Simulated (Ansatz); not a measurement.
`O[SiH2]C(F)F` and `BC(F)F` differ in one atom or group.

Ansatz, PBE0-D4/def2-TZVP geometries, multiplicity 1. Each molecule was computed in one conformer, which needn't be the lowest.

| property | `O[SiH2]C(F)F` |
| --- | --- |
| size of the dipole moment (PBE/def2-TZVPP) / D | 1.17 |
| HOMO energy (ωB97M-V/def2-TZVPP) / eV | -10.76 |
| LUMO energy (B3LYP/def2-TZVPP) / eV | -0.42 |
| HOMO–LUMO gap (PBE/def2-TZVPP) / eV | 5.83 |
| HOMO energy (PBE0/def2-TZVPP) / eV | -8.44 |
| size of the dipole moment (ωB97M-V/def2-TZVPP) / D | 1.27 |

(1) Give the same properties after the change, and the shifts. (Best estimate.)

Answers

(1) Computed: 
```
                                          property  `BC(F)F`  shift
    size of the dipole moment (PBE/def2-TZVPP) / D      1.75   0.58
             HOMO energy (ωB97M-V/def2-TZVPP) / eV    -11.46  -0.70
               LUMO energy (B3LYP/def2-TZVPP) / eV     -2.70  -2.28
               HOMO–LUMO gap (PBE/def2-TZVPP) / eV      3.89  -1.94
                HOMO energy (PBE0/def2-TZVPP) / eV     -9.06  -0.62
size of the dipole moment (ωB97M-V/def2-TZVPP) / D      1.92   0.65
```

With PBE0 the HOMO falls by 0.62 eV and the LUMO falls by 2.29 eV, so the gap narrows by about 1.67 eV. PBE moves the HOMO by -0.52 eV and ωB97M-V by -0.70 eV. Dipoles are sizes alone; their direction can turn.

B3LYP here is the variant with VWN-RPA as its local correlation; programs differ in this.
